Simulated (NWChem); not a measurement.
System: SiH₂O, singlet; SMILES [SiH]O

The following NWChem deck was run.

```
start job
memory heap 200 mb stack 900 mb global 1100 mb
geometry units angstroms noautoz
  Si     0.146437    -0.641242     0.000000
  H     -1.412173    -0.856142     0.000000
  O      0.140619     1.048875     0.000000
  H     -0.729962     1.489000     0.000000
end
basis spherical
  * library def2-svp
end
dft
  xc xpbe96 cpbe96
  iterations 150
end
tddft
  cis
  nroots 6
  notriplet
end
task tddft energy
```

Low-valent species are run as closed-shell singlets; no triplet was tried in these runs. Structure relaxed at the PBE-D3(BJ)/def2-SVP level.

Vertical excitations in the gas phase.

**Question.** What results follow from this input? (PBE/def2-SVP, TDA.) Quantities: basis functions; lowest excitation, singlet (eV); oscillator strength of that lowest state; lowest state with f > 0.02, singlet (eV); oscillator strength of that bright state; orbital gap (eV).

**Answer.** 
```
Property                                  Value
----------------------------------------  -----
number of basis functions                    42
lowest excitation, singlet (eV)            3.37
oscillator strength of that lowest state  0.036
lowest state with f > 0.02, singlet (eV)   3.37
oscillator strength of that bright state  0.036
orbital gap (eV)                           2.65
```
